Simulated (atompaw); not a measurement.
**Scattering properties, PAW (atompaw) potential for technetium (Tc)**

```json
{
 "Element": "Tc",
 "Generator": "atompaw 4.2.0.5",
 "Type": "PAW",
 "Functional": "PBE",
 "Relativity": "scalar-relativistic",
 "Frozen core": "[Ar] 3d10",
 "Valence charge": "15",
 "Reference configuration": "4s2 4p6 4d5 5s0 5p0 (charge +2)",
 "Partial waves": "4s (bound): rc 1.75 bohr; 5s (bound, empty): rc 1.80 bohr; 4p (bound): rc 1.25 bohr; 5p (bound, empty): rc 2.25 bohr; 4d (bound): rc 2.25 bohr; 4d channel at -0.4 Ry: rc 2.25 bohr",
 "Local potential": "bessel scheme, radius 2.10 bohr",
 "Core correction": "smooth core density matched at 1.75 bohr",
 "Augmentation charge": "besselshape compensation charge, radius 1.80 bohr; PAW radius 2.25 bohr; waves and projectors: custom polynom2 7 10 vanderbiltortho"
}
```

The phase is arctan(r·u′/u) with u = r·R(r), unwrapped; energies in Ry, scanned from -9 to 5 Ry. A pole is an energy at which the radial function vanishes at the test radius. The pseudo phase is shifted by a multiple of π to meet the all-electron one at the reference energy, and phase errors are pseudo minus all-electron; the curves can meet again beyond the range given. Levels narrower than the energy grid can be missing from the lists of poles.

**Question.** For each channel, where are the poles, and over which energies does the pseudopotential scatter like the atom?

**Answer.**

```csv
channel,radius (bohr),reference energy (Ry),"poles, all-electron","poles, pseudo",unbroken range about the reference energy with phases within 0.05 rad,phase error 1 Ry above the reference energy (rad)
s,2.25,-1.35,"-6.49, 3.25","-6.49, 3.11",the whole range,-0.002
p,2.25,-0.96,"-4.31, 4.81","-4.31, 4.63",the whole range,-0.004
d,2.25,-1.65,-0.90,-0.90,below 2.0,+0.000
```

Phases in the p channel:

| E (Ry) | all-electron | pseudo |
| --- | --- | --- |
| -9.00 | 1.396 | 1.395 |
| -8.76 | 1.393 | 1.392 |
| -8.52 | 1.389 | 1.388 |
| -8.28 | 1.384 | 1.384 |
| -8.04 | 1.380 | 1.379 |
| -7.80 | 1.375 | 1.374 |
| -7.56 | 1.369 | 1.369 |
| -7.32 | 1.363 | 1.362 |
| -7.08 | 1.356 | 1.355 |
| -6.84 | 1.348 | 1.347 |
| -6.60 | 1.339 | 1.338 |
| -6.36 | 1.328 | 1.327 |
| -6.12 | 1.314 | 1.313 |
| -5.88 | 1.296 | 1.295 |
| -5.64 | 1.271 | 1.270 |
| -5.40 | 1.232 | 1.231 |
| -5.16 | 1.158 | 1.157 |
| -4.92 | 0.947 | 0.946 |
| -4.68 | -0.447 | -0.449 |
| -4.44 | -1.456 | -1.456 |
| -4.20 | -1.623 | -1.624 |
| -3.96 | -1.691 | -1.692 |
| -3.72 | -1.732 | -1.732 |
| -3.48 | -1.761 | -1.762 |
| -3.24 | -1.786 | -1.786 |
| -3.00 | -1.808 | -1.809 |
| -2.76 | -1.831 | -1.831 |
| -2.52 | -1.854 | -1.854 |
| -2.28 | -1.879 | -1.879 |
| -2.04 | -1.907 | -1.907 |
| -1.80 | -1.939 | -1.940 |
| -1.56 | -1.978 | -1.978 |
| -1.32 | -2.025 | -2.025 |
| -1.08 | -2.085 | -2.085 |
| -0.84 | -2.162 | -2.162 |
| -0.60 | -2.267 | -2.267 |
| -0.36 | -2.414 | -2.415 |
| -0.12 | -2.624 | -2.626 |
| 0.12 | -2.916 | -2.921 |
| 0.36 | -3.273 | -3.282 |
| 0.60 | -3.622 | -3.633 |
| 0.84 | -3.897 | -3.908 |
| 1.08 | -4.092 | -4.103 |
| 1.32 | -4.229 | -4.239 |
| 1.56 | -4.328 | -4.337 |
| 1.80 | -4.401 | -4.409 |
| 2.04 | -4.457 | -4.465 |
| 2.28 | -4.501 | -4.509 |
| 2.52 | -4.537 | -4.545 |
| 2.76 | -4.567 | -4.575 |
| 3.00 | -4.593 | -4.600 |
| 3.24 | -4.615 | -4.622 |
| 3.48 | -4.634 | -4.642 |
| 3.72 | -4.651 | -4.659 |
| 3.96 | -4.667 | -4.675 |
| 4.20 | -4.681 | -4.689 |
| 4.44 | -4.694 | -4.702 |
| 4.68 | -4.706 | -4.715 |
| 4.92 | -4.718 | -4.727 |
